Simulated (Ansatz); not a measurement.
# Nudged elastic band run: GeH₅N

Input:

```yaml
crystal:
  periodic: [false, false, false]
  atoms:
    - { symbol: "N", position_ang: [-0.107191, -1.16785, -0.098681] }
    - { symbol: Ge, position_ang: [0.156461, 0.664094, -0.108048] }
    - { symbol: H, position_ang: [0.365627, -1.649031, 0.66533] }
    - { symbol: H, position_ang: [-1.088913, -1.441187, -0.078339] }
    - { symbol: H, position_ang: [-0.576291, 1.21225, -1.348597] }
    - { symbol: H, position_ang: [-0.364037, 1.416702, 1.148403] }
    - { symbol: H, position_ang: [1.675744, 0.897122, -0.225768] }
basis:
  gaussian: { orbitals: def2-SVP }
hamiltonian:
  xc: b3lyp
neb:
  order_check: false
  images: 7
  f_tol: 0.03
  max_iterations: 60
  initial_path: idpp
  final_atoms:
    - { symbol: "N", position_ang: [-0.46544546, -1.07248996, 0.0888255] }
    - { symbol: Ge, position_ang: [0.12319721, 0.67279753, -0.09310816] }
    - { symbol: H, position_ang: [-0.07621347, -1.70983534, -0.60502838] }
    - { symbol: H, position_ang: [-0.29330499, -1.47123466, 1.01119625] }
    - { symbol: H, position_ang: [-0.27308288, 1.13455999, -1.50959942] }
    - { symbol: H, position_ang: [-0.60811899, 1.50179295, 0.98144108] }
    - { symbol: H, position_ang: [1.65436858, 0.87650949, 0.08057314] }
```

Command:

```bash
$ ansatz run input.yaml --threads 1 --pin off --max-ram 2048MiB --backend cpu --events-out ev --progress --plain --runs-dir out
```

Output, in part (warnings, iteration lines, the closing report on the highest movable image, with atoms numbered from 0):

```
NEB end point (image 0): max|allowed force component| = 1.131e-2 eV/Å (the criterion of neb.relax_end_points is 1.000e-2)
NEB end point (image 8): max|allowed force component| = 1.388e-2 eV/Å (the criterion of neb.relax_end_points is 1.000e-2)
NEB iter   1: max|band force component| = 6.868e-1 eV/Å  barrier→ = 0.0905 eV  barrier← = 0.0904 eV  Δτ_max = 0.1400 Å  (204 SCF iters)
NEB iter   2: max|band force component| = 3.145e-1 eV/Å  barrier→ = 0.0544 eV  barrier← = 0.0543 eV  CI = image 4  Δτ_max = 0.0216 Å  (161 SCF iters)
NEB iter   3: max|band force component| = 2.234e-1 eV/Å  barrier→ = 0.0481 eV  barrier← = 0.0480 eV  CI = image 4  Δτ_max = 0.0232 Å  (168 SCF iters)
NEB iter   4: max|band force component| = 7.618e-2 eV/Å  barrier→ = 0.0446 eV  barrier← = 0.0445 eV  CI = image 4  Δτ_max = 0.0071 Å  (164 SCF iters)
NEB iter   5: max|band force component| = 5.465e-2 eV/Å  barrier→ = 0.0441 eV  barrier← = 0.0440 eV  CI = image 4  Δτ_max = 0.0085 Å  (145 SCF iters)
NEB iter   6: max|band force component| = 2.189e-2 eV/Å  barrier→ = 0.0439 eV  barrier← = 0.0439 eV  CI = image 4  Δτ_max = 0.0000 Å  (320 SCF iters)
Total energy: -58082.65555750 eV, -2134.4982219001 hartree
Atom 0 at    -0.326970    -1.130244    -0.073573 Å, force    -0.000322    -0.009262     0.002895 eV/Å
Atom 1 at     0.133434     0.661857    -0.146065 Å, force     0.005414     0.019637     0.001956 eV/Å
Atom 2 at     0.468180    -1.757511     0.026982 Å, force    -0.004796    -0.006677     0.000920 eV/Å
Atom 3 at    -1.003020    -1.354457     0.653423 Å, force     0.000295    -0.007722    -0.001509 eV/Å
Atom 4 at    -0.282946     1.264374    -1.504806 Å, force    -0.000108     0.000577    -0.001558 eV/Å
Atom 5 at    -0.591054     1.433440     0.981581 Å, force    -0.000742     0.002152    -0.000681 eV/Å
Atom 6 at     1.663776     0.814641     0.016758 Å, force     0.000259     0.001295    -0.002023 eV/Å
Dipole moment:     0.069340    -0.107000     0.231459 e Å
```

The forces met the threshold. A vibrational analysis at the climbing image gives one clearly imaginary mode, 204i cm⁻¹: a first-order saddle point.

Final band (atoms are numbered from 1 in the order of the input):

| image | path coordinate (Å) | energy (eV) | dihedral H4–N1–Ge2–H7 (°) |
| --- | --- | --- | --- |
| 0 | 0.00 | 0.000 | -177 |
| 1 | 0.29 | 0.005 | 168 |
| 2 | 0.58 | 0.020 | 153 |
| 3 | 0.88 | 0.037 | 138 |
| 4 | 1.17 | 0.044 | 123 |
| 5 | 1.46 | 0.037 | 107 |
| 6 | 1.75 | 0.021 | 92 |
| 7 | 2.04 | 0.006 | 77 |
| 8 | 2.33 | 0.000 | 62 |

The run took 99 s on 1 thread of Intel(R) Xeon(R) Platinum 8488C (Sapphire Rapids), with other jobs on the host, peak memory 0.24 GiB.
